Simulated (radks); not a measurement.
Values are calculated unless marked as measured or tabulated.
Pm+, configuration [Xe] 4f5 6s1. Level of theory: Dirac Kohn-Sham, PBEsol, spin-unpolarised, spherical densities, finite nucleus; open shells fill j = l - 1/2 first; Fermi nuclear charge, rms radius 4.962 fm (a radial shooting solver on a logarithmic mesh with Libxc functionals).

Unscreened Slater integrals over Kohn-Sham orbitals (cm^-1). Large and small components are both included. Empty in this configuration: 4f7/2.

integral,value
"F0(4f5/2,4f5/2)",199740
"F2(4f5/2,4f5/2)",90845
"F4(4f5/2,4f5/2)",56246
"F0(4f5/2,6s1/2)",64542
"G3(4f5/2,6s1/2)",3006.3
"F0(4f5/2,5p3/2)",134900
"F2(4f5/2,5p3/2)",48710
"G2(4f5/2,5p3/2)",28651
"G4(4f5/2,5p3/2)",21358
"F0(4f5/2,5p1/2)",140830
"G2(4f5/2,5p1/2)",32190
"F0(4f5/2,4f7/2)",198130
"F2(4f5/2,4f7/2)",89989
"F4(4f5/2,4f7/2)",55694
"G2(4f5/2,4f7/2)",89838
"G4(4f5/2,4f7/2)",55605
"G6(4f5/2,4f7/2)",39796
"F0(6s1/2,6s1/2)",49984
"F0(6s1/2,5p3/2)",61832
"G1(6s1/2,5p3/2)",5179.4
"F0(6s1/2,5p1/2)",62214
"G1(6s1/2,5p1/2)",4393.8
"F0(6s1/2,4f7/2)",64459
"G3(6s1/2,4f7/2)",3113.3
"F0(5p3/2,5p3/2)",114990
"F2(5p3/2,5p3/2)",61759
"F0(5p3/2,5p1/2)",118100
"G2(5p3/2,5p1/2)",62911
"F0(5p3/2,4f7/2)",134340
"F2(5p3/2,4f7/2)",48921
"G2(5p3/2,4f7/2)",29152
"G4(5p3/2,4f7/2)",21664
"F0(5p1/2,5p1/2)",121550
"F0(5p1/2,4f7/2)",140210
"G4(5p1/2,4f7/2)",24112
"F0(4f7/2,4f7/2)",196550
"F2(4f7/2,4f7/2)",89157
"F4(4f7/2,4f7/2)",55159
"F6(4f7/2,4f7/2)",39470
